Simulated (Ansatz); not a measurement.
Process, species as SMILES: BN (BH2-NH2) → B atom + 4 H atom + N atom
B3LYP-D3(BJ)/def2-TZVP geometries, fixed; electronic energies without zero-point terms.

Effect of the final integration grid (spheres per factor e of radius in core and valence, angular degree) at PBE/def2-TZVPP with Ansatz (a first-principles code), against the last row, where the atomisation energy is 508.78 kcal/mol. Open shells are unrestricted. The default's grid is 13, 11, 36.

```tsv
setting	largest shift of a total energy (mEh)	shift of the atomisation energy (kcal/mol)
accuracy: medium (default)	0.000	0.000
final_grid: 4, 3, 11	0.805	-0.738
final_grid: 6, 5, 17	0.142	-0.095
final_grid: 8, 7, 23	0.008	-0.005
final_grid: 10, 9, 29	-0.001	0.001
final_grid: 18, 15, 47	0.000	0.000
final_grid: 26, 22, 59	0.000	0.000
```

Within 0.1 kcal/mol in the atomisation energy: accuracy: medium (default); final_grid: 6, 5, 17; final_grid: 8, 7, 23; final_grid: 10, 9, 29; final_grid: 18, 15, 47. The largest shift is 0.805 mEh in a total energy and 0.738 kcal/mol in the difference.
